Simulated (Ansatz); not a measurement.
Ansatz results at the PBE0-D4/def2-TZVP geometry: HOMO energy (PBE0/def2-TZVPP) -6.85 eV; HOMO energy (ωB97M-V/def2-TZVPP) -9.19 eV; LUMO energy (B3LYP/def2-TZVPP) -0.65 eV.

Each molecule was computed in one conformer, which needn't be the lowest.

(1) Which molecule gave them?
A. `N=COBN`
B. `C=NB(N)O`
C. `F[CH]1[SiH2][BH][Al]1[F]`
D. `O[SiH2]CBr`

Results:

(1) B. The others give `F[CH]1[SiH2][BH][Al]1[F]`: -7.01, -9.07, -2.25; `O[SiH2]CBr`: -7.80, -10.04, -0.72; `N=COBN`: -7.99, -10.33, -0.35.

B3LYP here is the variant with VWN-RPA as its local correlation; programs differ in this.
